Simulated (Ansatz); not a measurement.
## Nudged elastic band run: GaH4NO

input.yaml

```yaml
crystal:
  periodic: [false, false, false]
  atoms:
    - { symbol: Ga, position_ang: [-0.069371, -0.413382, 0.644978] }
    - { symbol: "N", position_ang: [0.353152, 1.153691, -0.20459] }
    - { symbol: O, position_ang: [-0.702617, -1.780268, -0.368158] }
    - { symbol: H, position_ang: [-0.774759, -1.548151, -1.311939] }
    - { symbol: H, position_ang: [0.051135, -0.64249, 2.183362] }
    - { symbol: H, position_ang: [0.799319, 1.939257, 0.272404] }
    - { symbol: H, position_ang: [0.34324, 1.291143, -1.216258] }
basis:
  gaussian: { orbitals: def2-SVP }
hamiltonian:
  xc: revpbe
  dispersion: d4
neb:
  order_check: false
  images: 5
  f_tol: 0.03
  max_iterations: 60
  initial_path: linear
  final_atoms:
    - { symbol: Ga, position_ang: [-0.29562906, -0.92900742, 0.95561399] }
    - { symbol: "N", position_ang: [0.21073089, 0.68268142, -0.53098834] }
    - { symbol: O, position_ang: [-0.57099765, -2.12628324, -0.2074963] }
    - { symbol: H, position_ang: [0.0720659, 0.05141196, -1.3378546] }
    - { symbol: H, position_ang: [-0.16102526, -0.21057301, 2.3327047] }
    - { symbol: H, position_ang: [1.17296759, 1.04799019, -0.57293775] }
    - { symbol: H, position_ang: [-0.42801341, 1.4835801, -0.6392427] }
```

Run as:

```bash
$ ansatz run input.yaml --threads 2 --pin off --max-ram 3072MiB --backend cpu --events-out ev --progress --plain --runs-dir out
```

Output, in part (warnings, iteration lines, the closing report on the highest movable image, with atoms numbered from 0):

```
NEB end point (image 0): max|allowed force component| = 2.123e-2 eV/Å (the criterion of neb.relax_end_points is 1.000e-2)
NEB end point (image 6): max|allowed force component| = 1.006e-2 eV/Å (the criterion of neb.relax_end_points is 1.000e-2)
NEB iter   1: max|band force component| = 1.591e1 eV/Å  barrier→ = 5.4902 eV  barrier← = 4.3013 eV  Δτ_max = 0.2000 Å  (193 SCF iters)
NEB iter   2: max|band force component| = 3.247e0 eV/Å  barrier→ = 2.4077 eV  barrier← = 1.2188 eV  Δτ_max = 0.2000 Å  (173 SCF iters)
NEB iter   3: max|band force component| = 2.567e1 eV/Å  barrier→ = 3.1708 eV  barrier← = 1.9819 eV  Δτ_max = 0.1000 Å  (165 SCF iters)
NEB iter   4: max|band force component| = 4.299e0 eV/Å  barrier→ = 1.4094 eV  barrier← = 0.2205 eV  Δτ_max = 0.1696 Å  (148 SCF iters)
NEB iter   5: max|band force component| = 2.251e0 eV/Å  barrier→ = 1.3115 eV  barrier← = 0.1226 eV  Δτ_max = 0.1952 Å  (142 SCF iters)
NEB iter   6: max|band force component| = 1.275e0 eV/Å  barrier→ = 1.3036 eV  barrier← = 0.1147 eV  Δτ_max = 0.1982 Å  (149 SCF iters)
NEB iter   7: max|band force component| = 5.906e-1 eV/Å  barrier→ = 1.3141 eV  barrier← = 0.1252 eV  Δτ_max = 0.1886 Å  (150 SCF iters)
NEB iter   8: max|band force component| = 2.767e-1 eV/Å  barrier→ = 1.2898 eV  barrier← = 0.1009 eV  CI = image 5  Δτ_max = 0.2000 Å  (144 SCF iters)
NEB iter   9: max|band force component| = 7.489e-1 eV/Å  barrier→ = 1.4856 eV  barrier← = 0.2967 eV  CI = image 5  Δτ_max = 0.0998 Å  (145 SCF iters)
NEB iter  10: max|band force component| = 3.787e-1 eV/Å  barrier→ = 1.4735 eV  barrier← = 0.2846 eV  CI = image 5  Δτ_max = 0.0824 Å  (138 SCF iters)
NEB iter  11: max|band force component| = 3.380e-1 eV/Å  barrier→ = 1.4763 eV  barrier← = 0.2874 eV  CI = image 5  Δτ_max = 0.0375 Å  (140 SCF iters)
NEB iter  12: max|band force component| = 8.856e-2 eV/Å  barrier→ = 1.4765 eV  barrier← = 0.2876 eV  CI = image 5  Δτ_max = 0.0106 Å  (143 SCF iters)
NEB iter  13: max|band force component| = 5.940e-2 eV/Å  barrier→ = 1.4756 eV  barrier← = 0.2867 eV  CI = image 5  Δτ_max = 0.0044 Å  (140 SCF iters)
NEB iter  14: max|band force component| = 2.020e-2 eV/Å  barrier→ = 1.4755 eV  barrier← = 0.2866 eV  CI = image 5  Δτ_max = 0.0000 Å  (260 SCF iters)
Total energy: -55965.63729278 eV, -2056.6992356384 hartree
Atom 0 at    -0.215834    -0.559603     1.035587 Å, force     0.009061     0.001810     0.002374 eV/Å
Atom 1 at     0.177743     0.626985    -0.614266 Å, force    -0.020468    -0.002955     0.006217 eV/Å
Atom 2 at    -0.250480    -1.751863    -0.242482 Å, force    -0.001106    -0.008774     0.001038 eV/Å
Atom 3 at     0.024812    -0.573889    -0.907152 Å, force     0.006248     0.007689    -0.006640 eV/Å
Atom 4 at    -0.311936    -0.054468     2.501053 Å, force    -0.001771     0.001853    -0.001182 eV/Å
Atom 5 at     1.105945     1.036442    -0.788543 Å, force     0.003058    -0.006496     0.002030 eV/Å
Atom 6 at    -0.530151     1.276196    -0.984398 Å, force     0.004978     0.006873    -0.003837 eV/Å
Dipole moment:     0.110659     0.809933     0.138063 e Å
```

The forces met the threshold. Another band between the same ends (5 images) ends at a top of the same energy, where a vibrational analysis finds 1 clearly imaginary mode. The orbitals stay closed-shell, which can raise the energy where a bond breaks towards radicals; this wasn't checked here.

Final band (atoms are numbered from 1 in the order of the input):

```
image  path coordinate (Å)  energy (eV)  O3–H4 (Å)  N2–H4 (Å)
    0                 0.00         0.00       0.97       3.13
    1                 0.61         0.06       0.98       3.03
    2                 1.23         0.21       0.98       2.81
    3                 1.84         0.38       0.98       2.43
    4                 2.45         0.74       1.02       1.87
    5                 3.06         1.48       1.38       1.25
    6                 3.98         1.19       2.54       1.03
```

Time of the run: 41 s on 2 threads of Intel(R) Xeon(R) Platinum 8488C (Sapphire Rapids), with other jobs on the host, peak memory 0.13 GiB.
